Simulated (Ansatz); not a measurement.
Consider the isomerisation: `[Cl][GeH]1[CH2][O]1` → `O=[CH][GeH2][Cl]`.

Gas-phase electronic energies from Ansatz, PBE0-D4/def2-TZVP geometries. CBS: MP2 limit from def2 TZ/QZ plus the TZ coupled-cluster correction, frozen cores. DFT in def2-TZVPP. For Ge outer-core shells are correlated without core-valence functions, which leaves a few kJ/mol of doubt a bond. Scalar relativity is left out up to krypton. Each species was taken in one conformer, which may not be the lowest.

`[Cl][GeH]1[CH2][O]1`:

Z-matrix (Å, degrees):
```
Ge
C 1 1.889
O 1 1.812 2 45.7
Cl 1 2.132 2 119.7 3 94.0
H 1 1.520 2 129.6 3 -86.8
H 2 1.090 1 117.9 3 -105.9
H 2 1.090 1 121.0 3 105.1
```

`O=[CH][GeH2][Cl]`:

```xyz
7

O    -0.516   -0.981    1.857
C     0.012   -0.952    0.783
Ge   -0.101    0.681   -0.379
Cl    1.005    0.217   -2.171
H     0.582   -1.825    0.393
H    -1.551    0.975   -0.778
H     0.569    1.885    0.294
```

(1) Is it downhill or uphill in electronic energy at CCSD(T)/CBS, and by how much? (An estimate is asked.)

(2) What do these levels give: LDA (SPW92), r2SCANh, HF/def2-SVP, CCSD(T)/def2-SVP, CCSD/def2-TZVPP, CCSD(T)/def2-TZVPP? (Best estimate.)

Largest T1 diagnostic among the species: 0.013.

Results:

(1) Computed: Downhill: ΔE = -7.0 kcal/mol.

(2) Ansatz gave: LDA (SPW92) -2.9, r2SCANh -7.1, HF/def2-SVP -22.6, CCSD(T)/def2-SVP -14.9, CCSD/def2-TZVPP -10.1, CCSD(T)/def2-TZVPP -8.8 kcal/mol.

At CCSD(T), def2-SVP lies −7.9 kcal/mol from the extrapolated value and def2-TZVPP −1.8 kcal/mol. In def2-TZVPP, CCSD(T) changes the Hartree–Fock value by +9.5 kcal/mol (the triples alone add +1.2 kcal/mol) and MP2 by +12.1 kcal/mol.
